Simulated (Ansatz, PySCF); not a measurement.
Molecule: boron monoxide dimer, B2O2 (charge 0, singlet). SMILES: O=BB=O
Structure (B3LYP-D3(BJ)/def2-TZVP (Ansatz, a quantum-chemistry and plane-wave program) minimum search):
```xyz
4

O      0.0000     0.0000    -2.0159
B      0.0000     0.0000    -0.8179
B      0.0000     0.0000     0.8179
O      0.0000     0.0000     2.0159
```

Property: vertical ionisation energy (to the doublet state of charge +1; each state is the SCF solution reached for its spin; the UHF <S^2> is 1.18 for the doublet (pure: 0.75); for the doublet the Hartree-Fock reference is unstable and T1 is 0.062), in eV. Valence correlation only, unless marked. UHF or UKS for open shells. No spin-orbit coupling. No relativistic terms.  The program attaches cautions to a run behind CCSD/aug-cc-pVDZ: other roots. The program attaches cautions to a run behind CCSD/aug-cc-pVTZ: other roots. The program attaches cautions to a run behind CCSD(T)/aug-cc-pVDZ: other roots. The program attaches cautions to a run behind CCSD(T)/aug-cc-pVTZ: other roots.

| level | program | vertical ionisation energy (eV) |
|---|---|---|
| SVWN5/def2-TZVPD | Ansatz | 13.45 |
| PBE/def2-TZVPD | Ansatz | 13.10 |
| r2SCAN/def2-TZVPD | Ansatz | 13.15 |
| B3LYP/def2-TZVPD | Ansatz | 13.36 |
| PBE0/def2-TZVPD | Ansatz | 13.36 |
| BHLYP/def2-TZVPD | Ansatz | 13.41 |
| CAM-B3LYP/def2-TZVPD | Ansatz | 13.69 |
| wB97M-V/def2-TZVPD | Ansatz | 13.74 |
| wB97X-V/def2-TZVPD | Ansatz | 13.76 |
| CCSD/aug-cc-pVDZ | Ansatz | 13.75 |
| CCSD/aug-cc-pVTZ | Ansatz | 13.83 |
| CCSD(T)/aug-cc-pVDZ | Ansatz | 13.78 |
| CCSD(T)/aug-cc-pVTZ | Ansatz | 13.90 |

For comparison, minus the highest occupied orbital energy (PySCF): 12.55 eV at M06-2X/def2-TZVPD, 11.11 eV at PW6B95/def2-TZVPD, 9.56 eV at M06-L/def2-TZVPD.
